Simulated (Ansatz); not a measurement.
A run for Ansatz (a first-principles code): U-CCSD(T)/aug-cc-pV(Q+d)Z on PH-, 2S+1 = 2, a spin state set in the input, which need not be the lowest, a point of a bond scan (R = 1.449 Å). Charge -1. Files ending in .json are basis or fitting sets from the Basis Set Exchange.

Ansatz 0.2 input:
```yaml
crystal:
  periodic: [false, false, false]
  atoms:
    - {symbol: H, position_ang: [0.00000000, 0.00000000, 0.00000000]}
    - {symbol: P, position_ang: [0.00000000, 0.00000000, 1.44904900]}
basis:
  gaussian:
    orbitals: aug-cc-pV_Q+d_Z.json
    pivot_positions_ang: [[0.00000000, 0.00000000, 0.00000000], [0.00000000, 0.00000000, 1.44904900]]
total_charge: -1
magnetization: {spin_polarized: true, initial_magnetization: 1}
correlation: {method: ccsd_t, electrons: outside_noble_gas}
output: {orbitals: {seedname: ./end}}
```

Output:

```
WARN ansatz: RAYON_NUM_THREADS=1 ignored (pool sized by the plan → 1); use --threads N
Functional definition: HF
integrals: 0.42 GiB planned
901 factors; integrals over basis functions are off by at most 6.5e-4 eV
mean field: 0.32 GiB planned
mean field evaluation 1: about -9286.0879 eV, gradient 9.4e0 eV
mean field evaluation 2: about -9286.0879 eV, gradient 9.4e0 eV
mean field evaluation 4: about -9287.0805 eV, gradient 1.3e0 eV
mean field evaluation 8: about -9287.1208 eV, gradient 1.9e-2 eV
mean field evaluation 16: about -9287.1123 eV, gradient 4.3e-1 eV
mean field evaluation 32: about -9287.1208 eV, gradient 3.6e-2 eV
mean field evaluation 64: about -9286.1130 eV, gradient 5.5e-1 eV
mean field evaluation 96: about -9286.0720 eV, gradient 2.5e-2 eV
mean field evaluation 128: about -9286.3464 eV, gradient 3.3e0 eV
mean field evaluation 160: about -9286.0720 eV, gradient 4.0e-3 eV
mean field evaluation 192: about -9285.4112 eV, gradient 9.7e-1 eV
mean field evaluation 224: about -9284.9283 eV, gradient 6.3e0 eV
mean field evaluation 256: about -9284.4719 eV, gradient 2.2e0 eV
mean field evaluation 288: about -9283.5562 eV, gradient 2.2e-3 eV
mean field evaluation 320: about -9283.6870 eV, gradient 1.5e0 eV
mean field evaluation 352: about -9286.0724 eV, gradient 2.1e-1 eV
mean field evaluation 384: about -9286.4645 eV, gradient 5.9e-4 eV
mean field evaluation 416: about -9285.1259 eV, gradient 2.0e-2 eV
mean field evaluation 448: about -9284.9260 eV, gradient 2.0e-1 eV
mean field evaluation 480: about -9284.5159 eV, gradient 1.2e-3 eV
mean field evaluation 512: about -9283.4093 eV, gradient 1.0e-1 eV
mean field evaluation 544: about -9284.3615 eV, gradient 1.2e-3 eV
mean field -9287.12079501 eV, -341.2953941802 hartree, gradient 1.1e-6 eV, S^2 0.772674; 17 other end points of the search recorded, 0 dependent functions left out
determinant -9287.12079501 eV, -341.2953941802 hartree, with singles and doubles -9292.04786747 eV, -341.4764607534 hartree
determinant -9286.46452108 eV, -341.2712765578 hartree, with singles and doubles -9290.43836296 eV, -341.4173125536 hartree
determinant -9286.07204581 eV, -341.2568533579 hartree, with singles and doubles -9290.08381537 eV, -341.4042831697 hartree
determinant -9285.51860514 eV, -341.2365147883 hartree, with singles and doubles -9289.50244719 eV, -341.3829182834 hartree
determinant -9285.12585978 eV, -341.2220816626 hartree, with singles and doubles -9289.10420090 eV, -341.3682830020 hartree
determinant -9284.92995757 eV, -341.2148823890 hartree, with singles and doubles -9288.92364709 eV, -341.3616477719 hartree
determinant -9284.51590440 eV, -341.1996662156 hartree, with singles and doubles -9289.24340468 eV, -341.3733986468 hartree
determinant -9284.36151342 eV, -341.1939924521 hartree, with singles and doubles -9288.69579773 eV, -341.3532744624 hartree
determinant -9283.69867065 eV, -341.1696334294 hartree, with singles and doubles -9287.95904038 eV, -341.3261991291 hartree
5 core orbitals not correlated
reference -9287.12079501 eV, -341.2953941802 hartree; 4, 3 occupied and 126, 127 virtual orbitals, 901 factors
second order -4.22937000 eV of doubles, -0.00000000 eV of singles
coupled cluster: 1.03 GiB planned
cycle   1  -4.76933823 eV  change   -3.2e-1 eV  update   2.1e-2
cycle   2  -4.78452818 eV  change   -1.5e-2 eV  update   5.0e-3
cycle   3  -4.78494502 eV  change   -4.2e-4 eV  update   2.2e-3
cycle   4  -4.78516065 eV  change   -2.2e-4 eV  update   1.0e-3
cycle   5  -4.78528383 eV  change   -1.2e-4 eV  update   3.8e-4
cycle   6  -4.78529803 eV  change   -1.4e-5 eV  update   1.5e-4
cycle   7  -4.78533192 eV  change   -3.4e-5 eV  update   5.7e-5
cycle   8  -4.78534647 eV  change   -1.5e-5 eV  update   2.3e-5
cycle   9  -4.78534388 eV  change    2.6e-6 eV  update   9.2e-6
cycle  10  -4.78534178 eV  change    2.1e-6 eV  update   3.7e-6
perturbative correction -0.23858336 eV, -0.0087677767 hartree
Total energy: -9292.14472015 eV, -341.4800200235 hartree
```

The run converged.

Cost: roughly 30 core-seconds.
